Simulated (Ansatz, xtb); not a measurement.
# Isomers of C5H10P2 in order of energy

3 gas-phase structures of C5H10P2, from a drawn sample of its isomers (lower ones may exist). Each was relaxed with GFN2-xTB; where two conformers were screened, the lower at r2SCAN-D4/def2-SVP is listed:

A. `PPC1=CCCC1`, a singlet
B. `CC1=CCP(P)C1`, a singlet
C. `CC1=CCCP1P`, a singlet

Problem. Which do you expect lowest at r2SCAN-D4/def2-SVP, and how would the others follow?

Solution. Calculated order at r2SCAN-D4/def2-SVP: B (0.0), C (0.5), A (7.5) kcal/mol. Less than 1 kcal/mol parts B and C, so the order within that pair means little.

Energies above the lowest of each column, in kcal/mol; the last columns are at B3LYP/def2-SVP geometries:

| structure | GFN2-xTB | HF/STO-3G | r2SCAN-D4/def2-SVP | B3LYP/def2-SVP | CCSD(T)/def2-SVP + ΔMP2/def2-TZVPP |
| --- | --- | --- | --- | --- | --- |
| B | 1.5 | 0.0 | 0.0 | 0.0 | 0.0 |
| C | 0.0 | 0.5 | 0.5 | 0.7 | 0.8 |
| A | 3.3 | 6.2 | 7.5 | 5.8 | 7.6 |

CCSD(T)/def2-SVP + ΔMP2/def2-TZVPP has B and C within 1 kcal/mol of each other at the bottom, and every level picks one of them. Flexible structures stand in one conformer each, not always the lowest. ΔMP2 is the change of the MP2 energy from the smaller to the larger basis.

Programs: Ansatz 0.2.0, xtb 6.7.1.
